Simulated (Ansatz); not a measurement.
Reaction (silylene formation by 1,1-elimination): `C[Si](N)(N)Cl` → CH₃NH₂ + `N[Si]Cl`

Gas-phase electronic energies from Ansatz, PBE0-D4/def2-TZVP geometries. CCSD(T)/CBS adds triple-zeta CCSD(T) − MP2 to the extrapolated MP2 energy (def2 sets, frozen cores). This one scheme is used for every species. DFT in def2-TZVPP. B3LYP here is the variant with VWN-RPA as its local correlation; programs differ in this. Each species was taken in one conformer, which may not be the lowest.

```tsv
level	ΔE (kJ/mol)	difference from CCSD(T)/CBS
LDA (SPW92)	296.4	7.1
PBE-D4	268.4	-20.9
BLYP-D4	255.5	-33.8
r2SCAN-D4	299.6	10.3
B97M-V	287.8	-1.5
B3LYP-D4	274.2	-15.1
r2SCANh-D4	303.1	13.8
ωB97X-V	292.4	3.1
ωB97M-V	281.4	-7.9
PBE	255.7	-33.6
B3LYP	253.9	-35.4
MP2/def2-SVP	272.3	-17.0
MP2/def2-TZVPP	302.7	13.4
CCSD/def2-TZVPP	281.6	-7.7
MP2/def2-QZVPP	307.0	17.7
CCSD/CBS(def2)	288.9	-0.4
CCSD(T)/CBS	289.3	0
```

Largest T1 diagnostic among the species: 0.013.

From PBE to PBE0 (25 % exact exchange), in def2-TZVPP and without D4, ΔE moves by +21.8 kJ/mol. The D4 term adds +20.3 kJ/mol with B3LYP and +11.2 kJ/mol with PBE0; it sums over pairs of atoms, weighted by their polarisabilities, and B3LYP, whose exchange is more repulsive, gets the larger term. In def2-TZVPP, CCSD(T) changes the Hartree–Fock value by +7.1 kJ/mol (the triples alone add +0.4 kJ/mol) and MP2 by +27.6 kJ/mol.

CCSD(T)/CBS has its own doubt, a few kJ/mol and more with outer-core shells, so smaller differences from it don't rank the levels.
